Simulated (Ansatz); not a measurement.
Cost and result for the atomization energy of H7NOSi2Zn (`[OH][Zn][N]([SiH3])[SiH3]`) (12 atoms, 11 bonds).

```xyz
12

O     3.028   -1.652   -0.319
Zn    1.486   -0.811   -0.129
N    -0.112    0.060   -0.056
Si   -1.554   -0.883    0.017
Si   -0.104    1.784   -0.037
H     3.475   -1.880    0.497
H    -2.338   -0.603    1.253
H    -2.447   -0.628   -1.148
H    -1.177   -2.326    0.015
H     1.311    2.252   -0.077
H    -0.745    2.328    1.193
H    -0.823    2.359   -1.208
```

Charge 0, multiplicity 1. For Zn the d shell is correlated and the shells below it are frozen. Scalar relativity is left out up to krypton. Geometry: relaxed with PBE0-D4/def2-TZVP. It is one conformer, not always the lowest. Program: Ansatz. All runs use 4 threads of an AMD EPYC 9R45 on a shared host. Times are those of one run each, without the atoms' runs, and a repeat can differ threefold. Electronic energies, without spin–orbit coupling; frozen cores. CCSD(T)/CBS adds CCSD(T) − MP2 in def2-TZVPP to the MP2 limit, and its time is that of the two runs behind it. T1 = 0.016. With those shells the extrapolation isn't a true limit. B3LYP takes the VWN-RPA correlation (the form of Gaussian; ORCA's B3LYP/G).

CCSD(T)/CBS is a level of theory with its own doubt, some kJ/mol a heavy atom from the limit and from the frozen cores, so smaller differences don't rank the functionals.

```tsv
level	functions	wall time
LDA (SPW92)/def2-TZVPP	308	0.85 s
revPBE-D4/def2-TZVPP	308	1.2 s
PBE0-D4/def2-TZVPP	308	2.1 s
BHLYP-D4/def2-TZVPP	308	2.1 s
r2SCANh-D4/def2-TZVPP	308	3 s
B3LYP-D4/def2-TZVPP (with forces)	308	3.3 s
PBE-QIDH/def2-TZVPP	308	3.5 s
CCSD(T)/def2-SVP	130	3.9 s
B97M-V/def2-TZVPP	308	4.2 s
ωB97M-V/def2-TZVPP (with forces)	308	6.5 s
MP2/def2-QZVPP	564	13 s
CCSD(T)/def2-TZVPP	308	4.8 min
CCSD(T)/CBS(def2)	–	5 min
```

**Question.** What atomization energy does each give, and how far from CCSD(T)/CBS? (An estimate is asked.)

**Answer.** Computed: 
```tsv
level	atomization (kcal/mol)	difference from CCSD(T)/CBS	per bond
LDA (SPW92)/def2-TZVPP	979.8	105.4	9.6
revPBE-D4/def2-TZVPP	847.2	-27.2	-2.5
PBE0-D4/def2-TZVPP	855.5	-18.9	-1.7
BHLYP-D4/def2-TZVPP	846.3	-28.1	-2.5
r2SCANh-D4/def2-TZVPP	863.5	-10.9	-1.0
B3LYP-D4/def2-TZVPP (with forces)	864.6	-9.8	-0.9
PBE-QIDH/def2-TZVPP	857.7	-16.7	-1.5
CCSD(T)/def2-SVP	799.8	-74.6	-6.8
B97M-V/def2-TZVPP	867.0	-7.4	-0.7
ωB97M-V/def2-TZVPP (with forces)	871.3	-3.1	-0.3
MP2/def2-QZVPP	875.3	0.9	0.1
CCSD(T)/def2-TZVPP	846.7	-27.7	-2.5
CCSD(T)/CBS(def2)	874.4	0.0	0.0
```

From PBE to PBE0 (25 % exact exchange), in def2-TZVPP and without D4, the atomization energy moves by −9.5 kcal/mol: exact exchange takes away binding that semilocal exchange gives to molecules. Leaving LDA and LC-ωPBE aside and taking each functional with its dispersion term where it has one, the values, not all of them listed here, spread over 32.4 kcal/mol, from BHLYP-D4 to ωB97X-V. LDA lies +120.8 kcal/mol from PBE without D4, its usual overbinding. In def2-TZVPP, CCSD(T) changes the Hartree–Fock value by +229.2 kcal/mol (the triples alone add +11.9 kcal/mol) and MP2 by +240.4 kcal/mol; breaking electron pairs costs correlation energy, which Hartree–Fock lacks.
